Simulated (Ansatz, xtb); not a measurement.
## Isomers of C4H4O2S in order of energy

5 gas-phase structures of C4H4O2S, from a drawn sample of its isomers (lower ones may exist). Each was relaxed with GFN2-xTB:

A. `Oc1occc1S`, a singlet
B. `Oc1ccc(S)o1`, a singlet
C. `Oc1coc(S)c1`, a singlet
D. `Oc1cocc1S`, a singlet
E. `Oc1cc(S)co1`, a singlet

Make a reasoned guess at their ranking by r2SCAN-D4/def2-SVP//GFN2-xTB single-point energy.

Calculated order at r2SCAN-D4/def2-SVP//GFN2-xTB: B (0.0), E (1.3), A (2.7), D (13.6), C (17.7) kJ/mol. Less than 1 kcal/mol parts B and E; E and A; D and C, so the order within those pairs means little.

Energies above the lowest of each column, in kJ/mol; the last columns are at r2SCAN-D4/def2-SVP geometries:

| structure | GFN2-xTB | HF/STO-3G | r2SCAN-D4/def2-SVP//GFN2-xTB | r2SCAN-D4/def2-SVP | CCSD(T)/def2-SVP + ΔMP2/def2-TZVPP |
| --- | --- | --- | --- | --- | --- |
| B | 0.0 | 0.0 | 0.0 | 0.0 | 0.0 |
| E | 11.1 | 9.7 | 1.3 | 10.9 | 8.3 |
| A | 6.4 | 10.6 | 2.7 | 7.9 | 6.2 |
| D | 13.2 | 21.8 | 13.6 | 29.0 | 28.1 |
| C | 15.0 | 17.7 | 17.7 | 32.6 | 30.3 |

Every level run on B puts it lowest or level with the lowest. CCSD(T)/def2-SVP + ΔMP2/def2-TZVPP orders those it was run on as B (0.0), A (6.2), E (8.3), D (28.1), C (30.3) kJ/mol. Less than 1 kcal/mol parts A and E; D and C, so the order within those pairs means little. Flexible structures stand in one conformer each, not always the lowest. Frequencies (GFN2-xTB) were run for C, D, E alone. ΔMP2 is the change of the MP2 energy from the smaller to the larger basis.

Over these structures GFN2-xTB departs from r2SCAN-D4/def2-SVP//GFN2-xTB by 3.7 kJ/mol on average once a common shift is removed. A GFN2-xTB relaxation took about 0.054 s and the r2SCAN-D4/def2-SVP//GFN2-xTB energy about 2.9 s on a shared host (Ansatz 0.2.0, xtb 6.7.1).
